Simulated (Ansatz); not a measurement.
Relaxation of NbS3⁻ with RKS PBE-D4/def2-SVPD.

```sh
$ ansatz run in.yaml --threads 4 --pin off --events-out ev --progress --plain --max-ram 3916MiB
```

```yaml
crystal:
  periodic: [false, false, false]
  atoms:
    - {symbol: Nb, position_ang: [1.107670, 0.898060, 0.229320]}
    - {symbol: S, position_ang: [-0.154420, -0.156180, -1.537470]}
    - {symbol: S, position_ang: [0.703130, 0.608210, 2.411890]}
    - {symbol: S, position_ang: [-1.656370, -1.350090, -1.103750]}
basis:
  gaussian: {orbitals: def2-SVPD}
total_charge: -1
hamiltonian: {xc: pbe, dispersion: d4}
scf: {lower_state_search: "off"}
output: {orbitals: {seedname: orbitals}}
relax: {f_tol: 0.02, max_steps: 100}
```

Run time 5.5 s (4 threads of Arm Neoverse V2 on a shared host).

Positions (Å) and forces (eV/Å) at steps 1, 2, 3, 4, 5, 6 of 6:

```xyz
4
step=1 energy=-34035.6872 eV
Nb    1.108    0.898    0.229   -0.484   -0.398    0.025
S    -0.154   -0.156   -1.537    1.571    1.299    1.649
S     0.703    0.608    2.412    0.049    0.014   -1.567
S    -1.656   -1.350   -1.104   -1.136   -0.915   -0.107
4
step=2 energy=-34036.1303 eV
Nb    1.156    0.936    0.206   -0.104   -0.097   -0.407
S    -0.124   -0.127   -1.347    0.064    0.076    0.870
S     0.673    0.582    2.292   -0.061   -0.052   -0.242
S    -1.705   -1.391   -1.151    0.101    0.073   -0.221
4
step=3 energy=-34036.2018 eV
Nb    1.200    0.970    0.180   -0.174   -0.144   -0.014
S    -0.139   -0.135   -1.191   -0.284   -0.224    0.006
S     0.671    0.579    2.242    0.065    0.053    0.000
S    -1.732   -1.415   -1.231    0.394    0.315    0.008
4
step=4 energy=-34036.2111 eV
Nb    1.184    0.956    0.181    0.055    0.041   -0.084
S    -0.143   -0.137   -1.197   -0.174   -0.138   -0.018
S     0.678    0.586    2.247   -0.004    0.000    0.137
S    -1.719   -1.404   -1.231    0.123    0.097   -0.035
4
step=5 energy=-34036.2166 eV
Nb    1.168    0.942    0.189   -0.040   -0.029    0.005
S    -0.172   -0.158   -1.168    0.058    0.043   -0.001
S     0.735    0.633    2.292    0.013    0.009   -0.006
S    -1.731   -1.417   -1.313   -0.032   -0.023    0.003
4
step=6 energy=-34036.2168 eV
Nb    1.164    0.940    0.191   -0.006   -0.006   -0.004
S    -0.171   -0.159   -1.171    0.007    0.007    0.003
S     0.740    0.637    2.296    0.001    0.001    0.001
S    -1.733   -1.417   -1.317   -0.002   -0.002    0.000
```

In the def2 sets Nb takes a core potential; there is no spin–orbit coupling. The restricted singlet is unstable towards broken spin symmetry in Hartree–Fock (as tested in another run); at PBE-D4/def2-SVPD this wasn't settled. The relaxation made no stability test and no search for a lower SCF solution. No other spin state of charge -1 was run. Another isomer (singlet) lies 3.63 eV lower at PBE0-D4/def2-TZVPD; other spin states weren't run for this one.
